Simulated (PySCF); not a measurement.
## Stretching KZn

Set-up: basis K def2-SVP, Zn def2-SVP; no relativity; PySCF 2.14. Energies in eV from K + Zn in their ground configurations at the same level. State: ²Σ⁺ (doublet), unpaired electrons σ ↑.

All columns are PBE0. A positive dipole means K(−)Zn(+).

```csv
R (Å),E (eV),μ (D),Mulliken charge on K (basis-dependent),HOMO (eV),LUMO (eV),Mayer bond order,⟨S²⟩
3.264,-0.029,0.02,-0.09,-2.83,-1.24,0.29,0.75
3.416,-0.074,-0.10,-0.08,-2.85,-1.26,0.27,0.75
3.567,-0.097,-0.19,-0.08,-2.87,-1.28,0.24,0.75
3.681,-0.105,-0.23,-0.07,-2.89,-1.28,0.22,0.75
3.795,-0.106,-0.27,-0.06,-2.90,-1.29,0.20,0.75
3.909,-0.104,-0.29,-0.05,-2.91,-1.29,0.18,0.75
4.061,-0.098,-0.31,-0.05,-2.93,-1.29,0.15,0.75
4.250,-0.087,-0.31,-0.04,-2.94,-1.29,0.13,0.75
4.478,-0.072,-0.30,-0.03,-2.96,-1.28,0.10,0.75
4.782,-0.054,-0.26,-0.02,-2.97,-1.26,0.07,0.75
```

A fit through these points gives, at Re = 3.787 Å, μ = -0.27 D and dμ/dR = -0.254 D/Å; the reduced mass is 24.21 u.

**Question.** How strong is the fundamental in the double-harmonic approximation, I = 42.26·(dμ/dR)²/μred km/mol?

**Answer.** I = 42.26·(-0.254)²/24.21 = 0.113 km/mol at PBE0.

The bond is weak. Basis-set superposition, not corrected here, can be much of De in a small basis, most of all at correlated wavefunction levels. Functionals without a dispersion term scatter widely for such bonds, and LDA overbinds them. The state is the lowest determinant that a PBE0 search found; another state may lie lower at other levels.
